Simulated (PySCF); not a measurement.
SiSb: one state, many levels of theory

State: ²Π (doublet), unpaired electrons π ↑. Set-up: Si aug-cc-pV(D+d)Z, Sb aug-cc-pVDZ-PP with ECP28; scalar-relativistic core potentials (PySCF 2.14). De refers to Si + Sb in their high-spin ground configurations, without counterpoise correction. The functionals are run spin-unrestricted. A positive dipole means Si(−)Sb(+). Levels whose curve was spin-contaminated or gave no clean fit are not listed.

```
   Level  Re (Å)  ωe (cm⁻¹)  De (eV)  μ (D)  CPU s a point (SCF and correlation, without the integrals)
UHF-CCSD   2.412        414     2.01    n/a                                                         n/a
     PBE   2.417        401     3.08   0.19                                                         1.5
  PBEsol   2.403        408     3.32   0.15                                                         1.5
    BP86   2.420        398     3.13   0.12                                                         1.1
    TPSS   2.407        408     2.95   0.22                                                         2.2
  r²SCAN   2.396        417     2.78   0.17                                                         2.2
    PBE0   2.384        429     2.75   0.08                                                         2.4
```

The bond length runs from 2.384 Å (PBE0) to 2.420 Å (BP86). De spans 2.01 eV (UHF-CCSD, coupled cluster) to 3.32 eV (PBEsol, GGA).

Correlated steps freeze 9 core orbitals. Correlated levels converge slowly with the basis: in double zeta they bind strong bonds too weakly, by up to about 1 eV, and carry superposition errors of some tenths. Spin–orbit coupling is left out, which matters for elements this heavy, above all for dissociation energies. The state is the lowest determinant that a PBE0 search found; another state may lie lower at other levels.

The whole job (state search and all levels along the bond) took about 9.7 min on 1 thread of Arm Neoverse N1 (shared host), peak memory 0.97 GiB.
